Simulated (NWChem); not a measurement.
System: BeNH2Cl; SMILES [NH2][Be][Cl]

```xyz
5

Be     0.0007    -0.5436     0.0000
Cl     0.0000     1.2752     0.0000
N      0.0005    -2.0362     0.0000
H     -0.0035    -2.6251    -0.8260
H     -0.0035    -2.6251     0.8260
```
Atoms are numbered in this order, from 1.

Program: NWChem. All runs use the structure optimised with PBE0/def2-SVP. Ions are spin-unrestricted doublets at the neutral geometry; other ion states weren't tried.

For level PBE/def2-SVP:

| Property | Result |
|---|---|
| −ε(HOMO) (eV) | 5.96 |

Q: How do the values read with level B3LYP/def2-SVP instead?

A: 
- −ε(HOMO) (eV) = 7.12
